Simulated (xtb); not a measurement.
Ta(O)(OH)2(NH2) (H₄NO₃Ta), SMILES [O]=[Ta]([OH])([OH])[NH2], multiplicity 1. All values are semi-empirical tight-binding results from xtb (GFN2-xTB unless named), good for trends rather than for accurate numbers. Geometry optimised at GFN2-xTB. The multiplicity is an assumed one; no other spin state was optimised. The structure was generated by enumeration; whether it is a known compound was not checked. The values are those of a single conformer.

Optimised geometry:

Bonded distances (Å): Ta1–O2 1.714, Ta1–O3 1.858, Ta1–O5 1.861, Ta1–N7 1.991, O3–H4 0.958, O5–H6 0.958, N7–H8 1.013, N7–H9 1.015. Bond angles (°): O2–Ta1–O3 110.7, O2–Ta1–O5 110.3, O2–Ta1–N7 102.3, O3–Ta1–O5 115.3, O3–Ta1–N7 108.7, O5–Ta1–N7 108.6, Ta1–O3–H4 146.2, Ta1–O5–H6 145.1, Ta1–N7–H8 126.8, Ta1–N7–H9 125.5, H8–N7–H9 107.7.

For metal compounds this method's bond lengths and energies can be far off.

- point group as xtb finds it = Cs
- orbital gap = 4.52 eV
- zero-point energy = 30.5 kcal/mol
- G − E(el) at 298.15 K (modified RRHO) = 9.1 kcal/mol

Computed atomic charges and the Wiberg bond orders between heavy atoms:
charges (e) Ta1 1.16, O2 -0.55, O3 -0.59, H4 0.33, O5 -0.59, H6 0.33, N7 -0.46, H8 0.20, H9 0.19. Bond orders Ta1–O2 2.10, Ta1–O3 1.07, Ta1–O5 1.07, Ta1–N7 1.14.
